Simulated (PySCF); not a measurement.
## Electron correlation in Ge³⁺ (germanium, charge +3)

[Ar] 3d10 4s1, 2S determinant. Computed with PySCF 2.14 in x2c-TZVPPall, with scalar relativity by spin-free X2C-1e. Frozen: [Ne]; 19 electrons correlated.

```json
{"level": "CCSD", "correlation energy (mhartree)": "-233.19"}
{"level": "(T)", "correlation energy (mhartree)": "-4.37"}
{"level": "CCSD(T)", "correlation energy (mhartree)": "-237.56"}
```

Diagnostics: T1 = 0.0058, D1 = 0.0117, largest double amplitude 0.011.

Cost of the coupled-cluster step: of the order of 7 core-seconds, for 19 correlated electrons.

Iterations:

```
CC2 = 0
CCSD nocc = (np.int64(10), np.int64(9)), nmo = (43, 43)
frozen orbitals [[0, 1, 2, 3, 4], [0, 1, 2, 3, 4]]
max_cycle = 100
direct = 0
conv_tol = 1e-08
conv_tol_normt = 1e-06
diis_space = 8
diis_start_cycle = 0
Init t2, MP2 energy = -0.253828550014846
Init E_corr(UCCSD) = -0.253828550025167
cycle = 1  E_corr(UCCSD) = -0.223861369396641  dE = 0.0299671806  norm(t1,t2) = 0.0503274
cycle = 2  E_corr(UCCSD) = -0.2349516710881  dE = -0.0110903017  norm(t1,t2) = 0.0135167
cycle = 3  E_corr(UCCSD) = -0.233079153303988  dE = 0.00187251778  norm(t1,t2) = 0.00493372
cycle = 4  E_corr(UCCSD) = -0.233179998993459  dE = -0.000100845689  norm(t1,t2) = 0.000621763
cycle = 5  E_corr(UCCSD) = -0.233196258688361  dE = -1.62596949e-05  norm(t1,t2) = 7.26155e-05
cycle = 6  E_corr(UCCSD) = -0.233193295170586  dE = 2.96351777e-06  norm(t1,t2) = 1.56818e-05
cycle = 7  E_corr(UCCSD) = -0.233192856269684  dE = 4.38900902e-07  norm(t1,t2) = 1.98035e-06
cycle = 8  E_corr(UCCSD) = -0.233192959010959  dE = -1.02741275e-07  norm(t1,t2) = 4.85087e-07
cycle = 9  E_corr(UCCSD) = -0.233192980918924  dE = -2.19079651e-08  norm(t1,t2) = 6.83046e-08
cycle = 10  E_corr(UCCSD) = -0.233192978145869  dE = 2.77305442e-09  norm(t1,t2) = 1.19396e-08
UCCSD converged
E(UCCSD) = -2095.267936453449  E_corr = -0.2331929781458695
UCCSD(T) correction = -0.00437380567870814
```

This basis was not built for core-valence correlation, so the inner-shell part is incomplete.
